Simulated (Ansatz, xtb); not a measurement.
**Ligand exchange: C3H10Si2 + C4H8O → C2H8OSi2 + C5H10**

Gas-phase species: C3H10Si2 `C[SiH2]/C=C/[SiH3]`, singlet; C4H8O (3-buten-1-ol) `C=CCCO`, singlet; C2H8OSi2 `O[SiH2]/C=C/[SiH3]`, singlet; C5H10 (1-pentene) `C=CCCC`, singlet. The partners trade CH3 for OH: Si–CH3 and C–OH bonds give way to Si–OH and C–CH3.

Shapes, held fixed at every level: PBE0-D4/def2-TZVP. Flexible molecules stand in one conformer, not always the lowest. Programs: Ansatz 0.2.0, xtb 6.7.1. Electronic energies: no zero-point or thermal term.

(1) Estimate ΔE of this reaction.

## Answers

(1) The highest level, CCSD(T)/CBS estimate, gives ΔE = -134.4 kJ/mol; the levels span -142.3 to -54.1. GFN0-xTB strays far from the other rows. The column of differences is taken from that level and isn't an error. No measured value is set beside it here. The CBS estimate extrapolates MP2 from def2-TZVPP and def2-QZVPP and adds CCSD(T) − MP2 in the triple-zeta set, cores frozen. Times are processor times on shared x86 and Arm servers, and rough.

```
               level                    kind  ΔE (kJ/mol)  less CCSD(T)/CBS estimate  CPU time (sum over the molecules)
            GFN0-xTB          semi-empirical        -54.1                      +80.3                             0.18 s
       HF/def2-TZVPP            Hartree–Fock       -142.3                       -7.9                                  –
r2SCAN-D4/def2-TZVPP                meta-GGA       -129.0                       +5.4                               84 s
 B3LYP-D4/def2-TZVPP           global hybrid       -130.6                       +3.8                            1.7 min
  PBE0-D4/def2-TZVPP           global hybrid       -124.3                      +10.1                               60 s
  wB97X-V/def2-TZVPP  range-separated hybrid       -128.2                       +6.2                            2.2 min
   B2PLYP/def2-TZVPP           double hybrid       -134.8                       -0.4                            1.9 min
CCSD(T)/CBS estimate   coupled cluster or CI       -134.4                        0.0                                  –
```
